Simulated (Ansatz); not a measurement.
Relaxation of BF$_{2}$H$_{5}$Si (9 atoms, charge 0, multiplicity 1), to a largest force component of 0.03 eV/Å in at most 50 steps.

Computed with RKS PBE0/def2-SVP (Ansatz).

```xyz
9
Properties=species:S:1:pos:R:3
B -0.031 0.432 -0.022
H 0.141 0.824 1.089
F 0.985 0.211 -0.836
F -1.246 0.283 -0.512
Si 0.124 -2.516 1.094
H -0.545 -2.925 -0.175
H 1.550 -2.948 1.085
H -0.591 -3.105 2.264
H 0.091 -1.046 1.213
```

Where does it end, and by what steps?

The forces met the threshold. The force dipped under the threshold on the way, but the program's further checks kept it going. After 32 steps the energy has fallen by 0.190 eV; H9 moved furthest, 0.92 Å.

```
step  energy less start (eV)  largest force component (eV/Å)  accepted
   0                  0.0000                           0.636       yes
   2                 -0.0343                           1.421        no
   4                 -0.1354                           0.280       yes
   6                 -0.1727                           0.094       yes
   8                 -0.1738                           0.400        no
  10                 -0.1553                           0.840        no
  12                 -0.1798                           0.107       yes
  14                 -0.1823                           0.157       yes
  16                 -0.1847                           0.106       yes
  18                 -0.1861                           0.065       yes
  20                 -0.1878                           0.085       yes
  22                 -0.1890                           0.081       yes
  24                 -0.1870                           0.208        no
  26                 -0.1898                           0.055       yes
  28                 -0.1901                           0.077       yes
  30                 -0.1900                           0.067        no
  32                 -0.1904                           0.026       yes
```

```xyz
9
Properties=species:S:1:pos:R:3
B -0.004 0.818 -0.243
H 0.451 1.404 0.702
F 0.647 -0.183 -0.797
F -1.160 1.161 -0.760
Si 0.112 -2.800 1.255
H -0.499 -3.132 -0.064
H 1.588 -2.651 1.111
H -0.189 -3.888 2.233
H -0.469 -1.520 1.762
```

Whether the end is a true minimum wasn't checked by a vibrational analysis.

Run time: 44 s on 2 threads of Arm Neoverse V2, on a shared host, peak memory 0.16 GiB.
